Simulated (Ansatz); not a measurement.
Reaction (formal exchange of groups at the Si–C bond): `C=CC[SiH3]` + `CNBF` → `CNB(F)[SiH3]` + `C=CC`

Program: Ansatz. Geometries: PBE0-D4/def2-TZVP. ΔE: electronic, gas phase. CBS: MP2 limit from def2 TZ/QZ plus the TZ coupled-cluster correction, frozen cores. This one scheme is used for every species. Functionals use def2-TZVPP. B3LYP here is the variant with VWN-RPA as its local correlation; programs differ in this. One conformer a species, not always the lowest.

CCSD(T)/CBS gives +17.9 kJ/mol.

Problem. Another level gave +15.4 kJ/mol. Which?
A. ωB97M-V/def2-TZVPP
B. HF/def2-TZVPP
C. B3LYP-D4/def2-TZVPP
D. PBE-D4/def2-TZVPP

Solution. C. B3LYP-D4 15.4, PBE-D4 7.6, ωB97M-V 19.5, HF/def2-TZVPP 24.4 kJ/mol.

Largest T1 diagnostic among the species: 0.013.

From PBE to PBE0 (25 % exact exchange), in def2-TZVPP and without D4, ΔE moves by +4.2 kJ/mol.
